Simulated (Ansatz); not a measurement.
Born–Oppenheimer molecular dynamics of H₈OSi₃ (12 atoms, charge 0, multiplicity 1). It starts from a relaxed structure.

Theory: RKS r2SCANh/6-31G (Ansatz).

- ensemble: NVT, Nosé–Hoover chain
- time step: 2.5 fs
- steps asked: 40
- set temperature: 1000 K
- thermostat: time constant 100 fs, chain length 3 (defaults)
- seed: 674515

First frame:

```xyz
12
Properties=species:S:1:pos:R:3
Si -0.052 -0.063 -0.172
O -0.142 -0.442 1.530
H -0.992 -0.587 1.973
Si 2.256 -0.007 -0.615
H 2.894 -1.314 -0.251
H 2.464 0.238 -2.083
H 2.915 1.101 0.150
Si -1.154 1.964 -0.705
H -2.599 1.913 -0.288
H -0.506 3.135 -0.026
H -1.102 2.182 -2.191
H -0.700 -1.153 -0.998
```

Q: What does the run give?

A: All steps were run.

```
steps done                                               : 40
time covered                                             : 100 fs
mean temperature over the second half                    : 535497 K
spread of the potential energy over the second half      : 2922.0 meV per atom
mean potential energy of the second half above the start : 1366.9 meV per atom
```

The conserved energy changed by up to 3.9e+06 meV per atom, so the integration failed: the time step of 2.5 fs is too long for the fastest motions that this run met, and the later frames carry no physical meaning.

Q: What happens to the structure?

A: Parted: Si1–O2 1.75 → 4.63 Å, O2–H3 0.97 → 95.02 Å. It ends as H + H7Si3 + O. Pairs count as bonded within 1.25 times the sum of covalent radii (0.12 Å more for H–H). The details hang on the random start.

Q: How do temperature and energy run in time?

A: 
```json
{"time (fs)": "0", "T (K)": "1000", "potential energy less start (eV)": "0.000", "conserved less start (meV/atom)": "0.00"}
{"time (fs)": "2.5", "T (K)": "644", "potential energy less start (eV)": "0.716", "conserved less start (meV/atom)": "21.30"}
{"time (fs)": "5", "T (K)": "567", "potential energy less start (eV)": "0.628", "conserved less start (meV/atom)": "5.68"}
{"time (fs)": "7.5", "T (K)": "576", "potential energy less start (eV)": "0.794", "conserved less start (meV/atom)": "20.34"}
{"time (fs)": "10", "T (K)": "367", "potential energy less start (eV)": "1.524", "conserved less start (meV/atom)": "58.63"}
{"time (fs)": "12.5", "T (K)": "520", "potential energy less start (eV)": "1.305", "conserved less start (meV/atom)": "56.77"}
{"time (fs)": "15", "T (K)": "1030", "potential energy less start (eV)": "1.850", "conserved less start (meV/atom)": "156.81"}
{"time (fs)": "17.5", "T (K)": "3508", "potential energy less start (eV)": "3.893", "conserved less start (meV/atom)": "593.47"}
{"time (fs)": "20", "T (K)": "1885", "potential energy less start (eV)": "5.769", "conserved less start (meV/atom)": "574.99"}
{"time (fs)": "22.5", "T (K)": "1264", "potential energy less start (eV)": "6.528", "conserved less start (meV/atom)": "571.43"}
{"time (fs)": "25", "T (K)": "824", "potential energy less start (eV)": "7.096", "conserved less start (meV/atom)": "571.66"}
{"time (fs)": "27.5", "T (K)": "624", "potential energy less start (eV)": "7.373", "conserved less start (meV/atom)": "573.31"}
{"time (fs)": "30", "T (K)": "684", "potential energy less start (eV)": "7.207", "conserved less start (meV/atom)": "566.01"}
{"time (fs)": "32.5", "T (K)": "602", "potential energy less start (eV)": "7.404", "conserved less start (meV/atom)": "573.60"}
{"time (fs)": "35", "T (K)": "687", "potential energy less start (eV)": "7.227", "conserved less start (meV/atom)": "568.08"}
{"time (fs)": "37.5", "T (K)": "693", "potential energy less start (eV)": "7.236", "conserved less start (meV/atom)": "569.35"}
{"time (fs)": "40", "T (K)": "573", "potential energy less start (eV)": "7.406", "conserved less start (meV/atom)": "570.61"}
{"time (fs)": "42.5", "T (K)": "511", "potential energy less start (eV)": "7.480", "conserved less start (meV/atom)": "570.05"}
{"time (fs)": "45", "T (K)": "450", "potential energy less start (eV)": "7.521", "conserved less start (meV/atom)": "566.78"}
{"time (fs)": "47.5", "T (K)": "290", "potential energy less start (eV)": "7.812", "conserved less start (meV/atom)": "573.73"}
{"time (fs)": "50", "T (K)": "348", "potential energy less start (eV)": "7.672", "conserved less start (meV/atom)": "568.15"}
{"time (fs)": "52.5", "T (K)": "329", "potential energy less start (eV)": "7.731", "conserved less start (meV/atom)": "570.85"}
{"time (fs)": "55", "T (K)": "372", "potential energy less start (eV)": "7.695", "conserved less start (meV/atom)": "572.31"}
{"time (fs)": "57.5", "T (K)": "550", "potential energy less start (eV)": "7.400", "conserved less start (meV/atom)": "566.57"}
{"time (fs)": "60", "T (K)": "501", "potential energy less start (eV)": "7.520", "conserved less start (meV/atom)": "570.94"}
{"time (fs)": "62.5", "T (K)": "505", "potential energy less start (eV)": "7.526", "conserved less start (meV/atom)": "571.48"}
{"time (fs)": "65", "T (K)": "584", "potential energy less start (eV)": "7.396", "conserved less start (meV/atom)": "568.65"}
{"time (fs)": "67.5", "T (K)": "517", "potential energy less start (eV)": "7.534", "conserved less start (meV/atom)": "572.43"}
{"time (fs)": "70", "T (K)": "650", "potential energy less start (eV)": "7.384", "conserved less start (meV/atom)": "573.61"}
{"time (fs)": "72.5", "T (K)": "1004", "potential energy less start (eV)": "6.851", "conserved less start (meV/atom)": "566.42"}
{"time (fs)": "75", "T (K)": "1117", "potential energy less start (eV)": "6.830", "conserved less start (meV/atom)": "575.60"}
{"time (fs)": "77.5", "T (K)": "1648", "potential energy less start (eV)": "6.152", "conserved less start (meV/atom)": "574.82"}
{"time (fs)": "80", "T (K)": "2980", "potential energy less start (eV)": "4.567", "conserved less start (meV/atom)": "583.81"}
{"time (fs)": "82.5", "T (K)": "4511", "potential energy less start (eV)": "1.268", "conserved less start (meV/atom)": "471.01"}
{"time (fs)": "85", "T (K)": "5220158", "potential energy less start (eV)": "172.565", "conserved less start (meV/atom)": "1366623.56"}
{"time (fs)": "87.5", "T (K)": "5181965", "potential energy less start (eV)": "14.135", "conserved less start (meV/atom)": "3859734.59"}
{"time (fs)": "90", "T (K)": "598531", "potential energy less start (eV)": "12.377", "conserved less start (meV/atom)": "3860084.18"}
{"time (fs)": "92.5", "T (K)": "146683", "potential energy less start (eV)": "13.007", "conserved less start (meV/atom)": "3860083.91"}
{"time (fs)": "95", "T (K)": "50825", "potential energy less start (eV)": "13.073", "conserved less start (meV/atom)": "3860082.79"}
{"time (fs)": "97.5", "T (K)": "21432", "potential energy less start (eV)": "12.988", "conserved less start (meV/atom)": "3860081.22"}
{"time (fs)": "100", "T (K)": "10229", "potential energy less start (eV)": "12.798", "conserved less start (meV/atom)": "3860080.74"}
```

Run time: 3.1 min on 1 thread of Intel(R) Xeon(R) 6975P-C (Granite Rapids), on a shared host, peak memory 0.2 GiB.
